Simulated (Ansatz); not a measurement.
Reaction (silylene formation by 1,1-elimination): `C[SiH2][SiH2][AlH2]` → `[AlH2][SiH3]` + `C[SiH]`

Program: Ansatz. Geometries: PBE0-D4/def2-TZVP. ΔE: electronic, gas phase. CCSD(T)/CBS adds triple-zeta CCSD(T) − MP2 to the extrapolated MP2 energy (def2 sets, frozen cores). This one scheme is used for every species. DFT in def2-TZVPP. B3LYP here is the variant with VWN-RPA as its local correlation; programs differ in this. One conformer a species, not always the lowest.

```
             level  ΔE (kJ/mol)
           PBE0-D4        263.2
          B3LYP-D4        239.1
             B3LYP        222.7
     HF/def2-TZVPP        215.1
    MP2/def2-TZVPP        253.5
   CCSD/def2-TZVPP        232.6
CCSD(T)/def2-TZVPP        238.2
      HF/CBS(def2)        214.8
```

(1) What does CCSD(T)/CBS give? (Estimate.)

Largest T1 diagnostic among the species: 0.012.

## Answers

(1) Ansatz gave: +244.4 kJ/mol. The listed levels differ from it by 18.8, -5.3, -21.7, -29.3, 9.1, -11.8, -6.2, -29.6 kJ/mol.

From PBE to PBE0 (25 % exact exchange), in def2-TZVPP and without D4, ΔE moves by +8.3 kJ/mol. In def2-TZVPP, CCSD(T) changes the Hartree–Fock value by +23.1 kJ/mol (the triples alone add +5.6 kJ/mol) and MP2 by +38.4 kJ/mol.
